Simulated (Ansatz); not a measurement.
`N[SiH2]O[SiH2]N` + `CCO[SiH2]C` → `CCO[SiH2]N` + `C[SiH2]O[SiH2]N`  (redistribution)

Gas-phase electronic energies from Ansatz, PBE0-D4/def2-TZVP geometries. CCSD(T)/CBS adds triple-zeta CCSD(T) − MP2 to the extrapolated MP2 energy (def2 sets, frozen cores). Functionals use def2-TZVPP. B3LYP here is the variant with VWN-RPA as its local correlation; programs differ in this. Each species was taken in one conformer, which may not be the lowest.

```
             level  ΔE (kcal/mol)
          B3LYP-D4           -1.0
              PBE0           -0.9
CCSD(T)/def2-TZVPP           -0.9
    MP2/def2-QZVPP           -1.0
```

Q: What does CCSD(T)/CBS give? (An estimate is asked.)

A: Ansatz gave: -1.0 kcal/mol. The listed levels differ from it by 0.0, 0.1, 0.1, 0.0 kcal/mol.

Largest T1 diagnostic among the species: 0.011.
